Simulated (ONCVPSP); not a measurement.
## Zr (Z = 40), ONCV: configuration errors across variants

Zr, optimised norm-conserving Vanderbilt (ONCV), made with ONCVPSP 4.0.1 (LDA (Perdew-Zunger), scalar-relativistic). Core [Ar] 3d10, reference 4s2 4p6 4d2 5s1 (charge +1). Waves: 4s+5s: rc 1.70 bohr, ncon 4, nbas 7, qcut 6.9 1/bohr, 2 projectors; 4p: rc 1.45 bohr, ncon 3, nbas 7, qcut 6 1/bohr, 2 projectors, debl 2.6 Ha; 4d: rc 1.95 bohr, ncon 4, nbas 7, qcut 4.9 1/bohr, 2 projectors, debl 1.9 Ha; f scattering state at 0.02 Ha: rc 1.80 bohr, ncon 3, nbas 7, qcut 6.8 1/bohr, 2 projectors, debl 1.7 Ha. Local part: polynomial inside 1.00 bohr (lpopt 5, dvloc0 -1 Ha). Core correction: Teter function, fcfact 5.75, rcfact 1.25.

All-electron excitation energies from the reference (eV): (1) 4s2 4p6 4d2 5s2 -7.352; (2) 4s2 4p6 4d2 5s0 13.241; (3) 4s2 4p6 4d1 5s0 36.062; (4) 4s2 4p6 4d2.5 5s1.5 -6.826.

Errors AE − PS in meV (a dash: test not solved or not reliable):

| change | (1) | (2) | (3) | (4) | bound ghosts | GHOST(+) flags above zero |
| --- | --- | --- | --- | --- | --- | --- |
| base | +0.6 | -2.2 | +4.5 | +0.1 | none | s, d |
| d: qcut 3.9 | +0.7 | -2.2 | +7.9 | +0.2 | none | s, d |
| core correction polynomial model core, fcfact 0.65 | +0.6 | -2.3 | +4.4 | +0.1 | none | s, d |
| all radii but the core radius scaled by about 1.26 (s 2.14, p 1.82, d 2.44, f 2.26 bohr); local potential polynomial inside 1.26 bohr (lpopt 5, dvloc0 -1 Ha) | +0.4 | -3.3 | +20 | +0.7 | none | none |
| s: qcut 8.6; p: qcut 7.5; d: qcut 6.1; f: qcut 8.5 | +0.7 | -1.9 | +2.2 | 0.0 | none | s |
| core correction Teter function, fcfact 2.8, rcfact 1.25 | +0.6 | -2.1 | +4.7 | +0.1 | none | s, d |
| f: rc 1.45, qcut 8.4, nproj 0; local potential the f channel | +0.6 | -2.2 | +4.6 | +0.1 | none | s |
| p: nproj 3 | +0.6 | -2.2 | +4.5 | +0.1 | none | s, p, d |
| f: qcut 5.5 | +0.6 | -2.2 | +4.5 | +0.1 | none | s, d |
| d: rc 2.86 | +0.8 | -2.7 | +45 | +1.7 | none | s, d |
| f: nbas 8 | +0.6 | -2.2 | +4.5 | +0.1 | none | s, d |

Q: Give the same row for: core correction Teter function, fcfact 5.75, rcfact 1.44.

A: +0.6, -2.3, +3.6, +0.1; bound ghosts: none; GHOST(+) flags above zero: s, d.
